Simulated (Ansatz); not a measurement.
Relaxation of Cl2F2H4W (9 atoms, charge 0, multiplicity 1), to a largest force component of 0.03 eV/Å in at most 50 steps.

These are results of RKS PBE-D4/def2-SVP in Ansatz, not measurements.

```xyz
9
Properties=species:S:1:pos:R:3:forces:R:3
W 0.074 -0.390 -0.216 0.66 -0.38 0.61
F -0.173 -0.536 2.811 -0.37 0.09 -0.29
H 1.007 0.872 -0.891 0.00 0.03 -0.01
H 0.693 1.001 0.555 0.02 0.02 -0.01
F -1.495 0.557 -0.243 -0.02 0.02 0.01
Cl -0.793 -2.578 -0.156 0.01 0.06 0.00
H 0.309 -0.488 -1.873 0.01 -0.01 -0.01
Cl 2.140 -1.161 0.636 -0.70 0.27 -0.28
H 0.742 -0.706 2.745 0.39 -0.09 -0.03
```

Where does it end, and by what steps?

The forces met the threshold. After 24 steps the energy has fallen by 0.503 eV; H9 moved furthest, 1.38 Å. Joined: W1–F2 (3.04 → 2.37 Å).

```csv
step,energy less start (eV),largest force component (eV/Å),accepted
0,0.0000,0.696,yes
1,-0.0819,0.803,yes
2,-0.1367,0.629,yes
3,-0.1488,0.431,yes
4,-0.1594,0.298,yes
5,-0.1625,0.180,yes
6,-0.1647,0.081,yes
7,-0.1658,0.172,yes
8,-0.1668,0.188,yes
9,-0.1655,0.603,no
10,-0.1689,0.137,yes
11,-0.1702,0.478,yes
12,-0.1613,1.128,no
13,-0.1808,0.182,yes
14,-0.1904,0.224,yes
15,-0.2042,0.655,yes
16,-0.2227,1.480,yes
17,-0.2866,1.578,yes
18,-0.3407,0.792,yes
19,-0.4464,0.799,yes
20,-0.4808,0.570,yes
21,-0.4964,0.326,yes
22,-0.5017,0.062,yes
23,-0.5024,0.041,yes
24,-0.5028,0.013,yes
```

```xyz
9
Properties=species:S:1:pos:R:3
W 0.335 -0.286 0.062
F 0.006 -0.463 2.403
H 0.826 0.883 -1.056
H 0.915 1.273 0.438
F -1.317 0.547 0.039
Cl -0.647 -2.472 0.626
H 0.242 -0.653 -1.580
Cl 2.503 -0.895 0.198
H -0.361 -1.364 2.238
```

Whether the end is a true minimum wasn't checked by a vibrational analysis.

Run time: 84 s on 2 threads of Arm Neoverse V1, with other jobs on the host, peak memory 0.15 GiB.
